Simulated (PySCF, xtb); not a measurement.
C2H6GaNO, SMILES C=[CH][Ga]([NH2])[OH]. The values are those of a single conformer.

Harmonic wavenumbers (cm⁻¹) from GFN2-xTB (xtb) at its own minimum, in rising order: 78, 88, 141, 152, 202, 250, 307, 327, 375, 435, 483, 568, 581, 595, 909, 963, 1012, 1190, 1390, 1466, 1637, 2987, 3034, 3054, 3373, 3431, 3675.

Question: What does PBE0-D3(BJ)/def2-SVP (PySCF) give at its own minimum? (Estimate from the structure and the level; the computed values follow.)

Answer: 40, 102, 145, 187, 200, 279, 293, 357, 484, 577, 689, 697, 726, 799, 991, 1002, 1056, 1262, 1421, 1523, 1679, 3128, 3169, 3219, 3631, 3737, 3929. Paired by order, the mean absolute difference is 101 cm⁻¹ and the zero-point energies are 46.8 and 50.5 kcal/mol.
